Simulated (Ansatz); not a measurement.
Consider the ligand exchange at the In–S bond: `C[S][InH2]` + H₂Se → `[SeH][InH2]` + CH₃SH.

Calculated with Ansatz (gas phase, PBE0-D4/def2-TZVP geometries, no zero-point term in ΔE). CCSD(T)/CBS adds triple-zeta CCSD(T) − MP2 to the extrapolated MP2 energy (def2 sets, frozen cores). This one scheme is used for every species. Functionals use def2-TZVPP. def2 core potentials past Kr. For In, Se outer-core shells are correlated without core-valence functions, which leaves a few kJ/mol of doubt a bond. Scalar relativity is left out up to krypton.

`C[S][InH2]`:

Cartesian coordinates in Å:
```
C 0.719 0.137 -1.253
S 0.841 0.939 0.376
In -0.872 -0.117 1.637
H 0.507 0.897 -2.005
H -0.068 -0.617 -1.279
H 1.672 -0.337 -1.486
H -1.746 -1.303 0.753
H -1.053 0.401 3.257
```

H₂Se:

Cartesian coordinates in Å:
```
Se 0.014 -0.443 0.521
H 1.040 0.206 -0.302
H -1.054 0.237 -0.219
```

`[SeH][InH2]`:

Z-matrix (Å, degrees):
```
In
Se 1 2.508
H 1 1.712 2 116.7
H 1 1.712 2 114.2 3 180.0
H 2 1.469 1 92.9 3 0.0
```

CH₃SH:

```xyz
6

C    -0.442    0.046    0.209
S     0.870   -0.824   -0.677
H    -0.120    0.346    1.205
H    -1.263   -0.664    0.309
H    -0.798    0.910   -0.350
H     1.754    0.185   -0.696
```

CCSD(T)/CBS gives -28.7 kJ/mol.

Q: Another level gave -28.8 kJ/mol. Which?
A. BHLYP/def2-TZVPP
B. B97M-V/def2-TZVPP
C. r2SCAN/def2-TZVPP
D. HF/def2-TZVPP

A: C. r2SCAN -28.8, B97M-V -23.3, BHLYP -34.8, HF/def2-TZVPP -40.0 kJ/mol.

Largest T1 diagnostic among the species: 0.014.

In def2-TZVPP, CCSD(T) changes the Hartree–Fock value by +11.8 kJ/mol (the triples alone add +2.3 kJ/mol) and MP2 by +11.5 kJ/mol. From BLYP to BHLYP (50 % exact exchange), in def2-TZVPP and without D4, ΔE moves by −5.4 kJ/mol. Leaving LDA and LC-ωPBE aside and taking each functional with its dispersion term where it has one, the values, not all of them listed here, spread over 9.0 kJ/mol, from BHLYP-D4 to B97M-V. LDA lies +3.9 kJ/mol from PBE without D4.
